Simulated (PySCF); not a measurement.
Computed IR spectrum (relative IR intensity) of a molecule C3H8FNSi. Geometry optimised at ωB97X-D3(BJ)/def2-SVP. The values are those of a single conformer. Computed with ωB97X-D3(BJ)/def2-SVP (PySCF). Frequencies are harmonic and unscaled.

Lines under 2 % of the strongest are left out, and lines within 2 cm⁻¹ are merged.

```json
[
 {"ν (cm⁻¹)": "322", "relative intensity": "5.5"},
 {"ν (cm⁻¹)": "412", "relative intensity": "8.9"},
 {"ν (cm⁻¹)": "488", "relative intensity": "35"},
 {"ν (cm⁻¹)": "542", "relative intensity": "13"},
 {"ν (cm⁻¹)": "695", "relative intensity": "11"},
 {"ν (cm⁻¹)": "791", "relative intensity": "14"},
 {"ν (cm⁻¹)": "845", "relative intensity": "100"},
 {"ν (cm⁻¹)": "868", "relative intensity": "11"},
 {"ν (cm⁻¹)": "921", "relative intensity": "60"},
 {"ν (cm⁻¹)": "1017", "relative intensity": "10"},
 {"ν (cm⁻¹)": "1032", "relative intensity": "10"},
 {"ν (cm⁻¹)": "1055", "relative intensity": "5.0"},
 {"ν (cm⁻¹)": "1105", "relative intensity": "8.8"},
 {"ν (cm⁻¹)": "1181", "relative intensity": "51"},
 {"ν (cm⁻¹)": "1420", "relative intensity": "38"},
 {"ν (cm⁻¹)": "1428", "relative intensity": "11"},
 {"ν (cm⁻¹)": "1465", "relative intensity": "8.4"},
 {"ν (cm⁻¹)": "1478", "relative intensity": "2.2"},
 {"ν (cm⁻¹)": "1511", "relative intensity": "3.8"},
 {"ν (cm⁻¹)": "1709", "relative intensity": "6.3"},
 {"ν (cm⁻¹)": "2287", "relative intensity": "54"},
 {"ν (cm⁻¹)": "3036", "relative intensity": "29"},
 {"ν (cm⁻¹)": "3111", "relative intensity": "14"},
 {"ν (cm⁻¹)": "3149", "relative intensity": "12"},
 {"ν (cm⁻¹)": "3645", "relative intensity": "10.0"}
]
```

**Question.** Identify the compound among the candidates.
A) CC/C=N/[SiH2]F
B) F[C@H]1CCN[SiH2]1
C) C[C@@H]1NC[Si@@H]1F
D) C=C[Si@H](F)NC

**Answer.** D, C=C[Si@H](F)NC
